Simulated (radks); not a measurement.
In13+, configuration [Kr] (the NIST ground configuration).

All-electron calculation, scalar-relativistic Kohn-Sham, exchange-only LDA, spin-polarised, spherical densities, point nucleus. Program: a radial shooting solver on a logarithmic mesh with Libxc functionals.

Energy parts (eV):
total: -158267.198
kinetic: 165089.553
electron-nucleus: -372393.458
Hartree: 52847.999
exchange: -3811.292

Orbitals (lengths in bohr, moments of r in powers of bohr):
| orbital | occ. | eigenvalue (eV) | <r^4> |
|---|---|---|---|
| 1s | 2 | -28011.88 | 3.730e-06 |
| 2s | 2 | -4445.140 | 0.0006521 |
| 2p | 6 | -4022.261 | 0.0004677 |
| 3s | 2 | -1070.541 | 0.02905 |
| 3p | 6 | -932.0660 | 0.03055 |
| 3d | 10 | -717.8321 | 0.02745 |
| 4s | 2 | -375.5935 | 0.6808 |
| 4p | 6 | -329.8376 | 0.8418 |

The highest occupied level is 4p at -329.84 eV. Summed over all electrons, <r^2> = 8.436 bohr^2, which gives a Langevin (diamagnetic) susceptibility term of -6.68 x 10^-6 cm^3/mol. The density falls to 0.001 e/bohr^3 at r = 1.92 bohr. For comparison, the ionisation energy in NIST's Atomic Spectra Database is 341 eV (theoretical). In exact Kohn-Sham theory the highest level is minus the ionisation energy, but local and semilocal functionals leave it too shallow, through self-interaction and a potential that decays too fast; potentials with the right tail come closer.
